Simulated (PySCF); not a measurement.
Isomers of CH8OSi2, one GFN2-xTB conformer each. Single-point energies are computed at CAM-B3LYP/def2-SVPD (PySCF, gas phase, no added dispersion term), electronic only.

| SMILES | GFN2-xTB relative energy (kJ/mol) |
| --- | --- |
| C[SiH2]O[SiH3] | 0.0 |
| CO[SiH2][SiH3] | 194.5 |

Conformers: `[CH3:1][O:2][SiH2:3][SiH3:4]` with C1–O2–Si3–Si4 180°.

Task: What does CAM-B3LYP/def2-SVPD give for the same structures?

Result: 
```tsv
SMILES	CAM-B3LYP/def2-SVPD E (Eh)	CAM-B3LYP/def2-SVPD (kJ/mol)	GFN2-xTB (kJ/mol)	point group
C[SiH2]O[SiH3]	-696.89848	0.0	0.0	Cs
CO[SiH2][SiH3]	-696.82951	181.1	194.5	Cs
```

Both levels put the same isomer lowest. As drawn, the lower has an Si–C bond, which the higher lacks; the higher has an Si–Si bond, which the lower lacks.

Task: Which frontier levels, dipoles and rotational constants go with these structures?

Result: 
```json
{"SMILES": "C[SiH2]O[SiH3]", "HOMO (eV, CAM-B3LYP/def2-SVPD)": "-9.73", "LUMO (eV)": "0.94", "dipole (D)": "0.77", "A, B, C (MHz)": "10571, 2073, 1828"}
{"SMILES": "CO[SiH2][SiH3]", "HOMO (eV, CAM-B3LYP/def2-SVPD)": "-9.59", "LUMO (eV)": "0.71", "dipole (D)": "1.24", "A, B, C (MHz)": "11571, 2014, 1802"}
```
